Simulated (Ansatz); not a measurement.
Reaction (atomization): `[Br][InH][Br]` → 2 Br• + H• + In•

Program: Ansatz. Geometries: PBE0-D4/def2-TZVP. ΔE: electronic, gas phase. CCSD(T)/CBS is the MP2 limit (def2-TZVPP, def2-QZVPP) plus CCSD(T) − MP2 in def2-TZVPP, frozen cores. This one scheme is used for every species, atoms too. DFT in def2-TZVPP. No spin–orbit coupling; open shells (•) take unrestricted orbitals. Spin–orbit coupling would lower the free atoms: clearly for Br; strongly for In. Elements past krypton have def2 core potentials. Bonds to Br, In are less sure, by a few kJ/mol each and by 10 to 20 or more in all where they break to atoms, as the def2 sets lack core-valence functions. Scalar relativity is left out up to krypton.

```json
{"level": "revPBE-D4", "ΔE (kcal/mol)": "194.1"}
{"level": "SCS-MP2/def2-TZVPP", "ΔE (kcal/mol)": "196.8"}
{"level": "HF/def2-QZVPP", "ΔE (kcal/mol)": "149.4"}
{"level": "SCS-MP2/def2-QZVPP", "ΔE (kcal/mol)": "202.7"}
```

Task: What does CCSD(T)/CBS give? (Estimate.)

Result: The calculation gave: +208.5 kcal/mol. The listed levels differ from it by -14.4, -11.7, -59.1, -5.8 kcal/mol.

Largest T1 diagnostic among the species: 0.015.

Leaving LDA and LC-ωPBE aside and taking each functional with its dispersion term where it has one, the values, not all of them listed here, spread over 14.6 kcal/mol, from BLYP-D4 to r2SCAN-D4. LDA lies +33.6 kcal/mol from PBE without D4, its usual overbinding. The D4 term adds +4.1 kcal/mol with B3LYP and +2.2 kcal/mol with PBE0; it sums over pairs of atoms, weighted by their polarisabilities, and B3LYP, whose exchange is more repulsive, gets the larger term. From BLYP to BHLYP (50 % exact exchange), in def2-TZVPP and without D4, ΔE moves by +3.7 kcal/mol.

B3LYP here is the variant with VWN-RPA as its local correlation; programs differ in this.

For atomizations the MP2-based limit and the directly extrapolated one differ by several kJ/mol either way, and by 10 to 25 for some Ge, Se and Sn compounds, so smaller differences from it don't rank the levels.
